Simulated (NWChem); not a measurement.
C3H4F2; SMILES C1[C@@H](F)[C@@H]1F

All runs: NWChem. All runs use the structure optimised with B3LYP/6-31G* (spherical d). Hybrids' shares of exact exchange are those that their runs print; pure functionals count as 0. The functionals differ in more than this share.

```csv
row,share of exact exchange,highest occupied level (eV)
PBE/def2-SVP,0.00,-6.54
BLYP/def2-SVP,0.00,-6.41
B3LYP/def2-SVP,0.20,-7.93
PBE0/def2-SVP,0.25,withheld
PW6B95/def2-SVP,0.28,-8.36
```

Task: Fit a straight line of the last column on the one before it, predict the withheld value, and compare with the run.

Result: 
1. Means of the 4 shown rows: x = 0.120, y = -7.310. Slope Σ(x − x̄)(y − ȳ)/Σ(x − x̄)² = -0.4180/0.06080 = -6.875; intercept -6.485.
2. The shown rows scatter about the line by 0.063 (root mean square); the largest residual is +0.08, at BLYP/def2-SVP.
3. At x = 0.25 (PBE0/def2-SVP; inside the shown range) the line gives -8.20.
4. The run gives -8.23, -0.03 from the line, 0.5 times the scatter.
